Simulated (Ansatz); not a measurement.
Cost and result up the ladder for TiBrF₃ (5 atoms). Charge 0, multiplicity 1. Geometry: PBE0-D4/def2-SVP.

```csv
atom,x (Å),y (Å),z (Å)
Ti1,0.0178,0.0609,0.0950
Br2,-0.3451,-1.1816,-1.8442
F3,-1.2257,1.2350,0.2809
F4,1.5364,0.8636,0.0020
F5,0.0166,-0.9779,1.4663
```

Ansatz on 4 threads of Intel Xeon 6975P-C on a shared host. Times are rough, and most runs start from the orbitals of an earlier one. ωB97M-V/def2-TZVP serves as the yardstick here, not as an exact answer. Differences are given only for rows in sets of like size (and for xTB, whose basis is part of the method), since another set adds its own error. Binding counts from free atoms at the same level (Ti triplet, Br doublet, F doublet; other spins of the atoms weren't run), without zero-point energy or a counterpoise term.

The 6-31G sets use Cartesian d functions. B3LYP takes the VWN-RPA correlation. HSE06 is defined as in plane-wave codes, on full-range PBE exchange. Correlated methods freeze 17 core orbitals; core or outer-core shells of Ti, Br are correlated, in sets that lack core-valence functions. The rows differ in basis, and correlated rows in double-zeta sets carry the largest basis error.

Correlated methods converge slowly with the basis, most of all in double-zeta sets.

| level | functions | binding energy per atom (eV) | difference from ωB97M-V/def2-TZVP (eV) |
| --- | --- | --- | --- |
| HF/6-31G | 85 | 2.43 | – |
| ωB97X-V/def2-TZVP (with forces) | 186 | 4.43 | 0.08 |
| PBE0-D4/def2-SVP | 105 | 4.45 | – |
| PBE0-D4/def2-TZVPD | 225 | 4.42 | 0.07 |
| MP2/def2-TZVP | 186 | 4.62 | 0.27 |
| ωB97M-V/def2-TZVP | 186 | 4.35 | 0.00 |
| B3LYP-D4/def2-TZVP | 186 | 4.43 | 0.08 |
| B3LYP-D4/6-31G | 85 | 4.30 | – |
| HSE06-D4/def2-TZVP | 186 | 4.42 | 0.07 |
| CCSD(T)/def2-SVP | 105 | 4.18 | – |
| PBE-D4/def2-SVP | 105 | 4.92 | – |
| PBE0-D4/def2-TZVP | 186 | 4.42 | 0.07 |

(1) Estimate how long each takes.

## Answers

(1) HF/6-31G 0.45 s; PBE-D4/def2-SVP 0.6 s; PBE0-D4/def2-SVP 1.1 s; B3LYP-D4/6-31G 1.1 s; HSE06-D4/def2-TZVP 1.9 s; B3LYP-D4/def2-TZVP 1.9 s; MP2/def2-TZVP 1.9 s; PBE0-D4/def2-TZVP 2.1 s; PBE0-D4/def2-TZVPD 2.8 s; ωB97M-V/def2-TZVP 4.7 s; ωB97X-V/def2-TZVP (with forces) 4.8 s; CCSD(T)/def2-SVP 6 s. On shared hardware such times vary by a factor of up to 3.
